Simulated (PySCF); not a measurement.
Compound: C4H12Si.
Numbering: `[CH3:1][Si:2]([CH3:3])([CH3:4])[CH3:5]` (hydrogens: H6, H7, H8 on C1; H9, H10, H11 on C3; H12, H13, H14 on C4; H15, H16, H17 on C5)

A GFN2-xTB structure was refined with PBE0-D3(BJ)/def2-SVP geometry optimisation, gas phase (PySCF). Its GFN2-xTB values:

```json
{"coordinate": "C1–Si2", "GFN2-xTB": "1.913 Å"}
{"coordinate": "C1–H6", "GFN2-xTB": "1.116 Å"}
{"coordinate": "C1–H7", "GFN2-xTB": "1.063 Å"}
{"coordinate": "C1–Si2–C3", "GFN2-xTB": "109.9°"}
```

Problem. How do these coordinates change at the PBE0-D3(BJ)/def2-SVP level?

Solution. 
```csv
coordinate,PBE0-D3(BJ)/def2-SVP (Å or °),change
C1–H7,1.102,+0.039
C1–Si2,1.884,-0.029
C1–H6,1.102,-0.014
C1–Si2–C3,109.4,-0.5
```

The energy falls by 0.143 eV over 10 energy and gradient evaluations, the largest force component goes from 0.0371 to 4.2e-04 Eh/bohr, and the atoms move by 0.032 Å rms after alignment. Among the bonds, C1–H7 and C3–H10 change most and about equally (+0.039 Å). Bonds longer at the end by more than 0.005 Å: 8 of 16; shorter: 6.

The run used 134 basis functions and 57 SCF cycles in all.

Stationary, but not proved a minimum.
